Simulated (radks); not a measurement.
Spin polarisation of the 4d7 shell in neutral ruthenium. Start: [Kr] 4d(up 3.5, down 3.5) 5s(up 0.5, down 0.5); electrons of 4d are moved from spin down to spin up, other shells keep equal spins. Calculated with a radial shooting solver on a logarithmic mesh with Libxc functionals: scalar-relativistic Kohn-Sham, LDA (Slater exchange, Perdew-Wang correlation), spin-polarised, spherical densities, finite nucleus; Fermi nuclear charge, rms radius of each element as measured or else 0.836 A^(1/3) + 0.57 fm.

[
 {"moment (Bohr magnetons)": "0", "E - E(0) (eV)": "0.000", "e(4d up) (eV)": "-5.401", "e(4d down) (eV)": "-5.401", "5s down minus up (eV)": "0.000"},
 {"moment (Bohr magnetons)": "0.75", "E - E(0) (eV)": "-0.078", "e(4d up) (eV)": "-5.601", "e(4d down) (eV)": "-5.184", "5s down minus up (eV)": "0.165"},
 {"moment (Bohr magnetons)": "1.5", "E - E(0) (eV)": "-0.312", "e(4d up) (eV)": "-5.785", "e(4d down) (eV)": "-4.951", "5s down minus up (eV)": "0.331"},
 {"moment (Bohr magnetons)": "2.25", "E - E(0) (eV)": "-0.703", "e(4d up) (eV)": "-5.952", "e(4d down) (eV)": "-4.700", "5s down minus up (eV)": "0.499"},
 {"moment (Bohr magnetons)": "3", "E - E(0) (eV)": "-1.251", "e(4d up) (eV)": "-6.103", "e(4d down) (eV)": "-4.431", "5s down minus up (eV)": "0.669"}
]

At moment 3 the spin-polarisation energy is -1.251 eV and the 4d exchange splitting 1.672 eV, that is 0.557 eV per Bohr magneton; E = -I m^2/4 would give I = 0.556 eV.
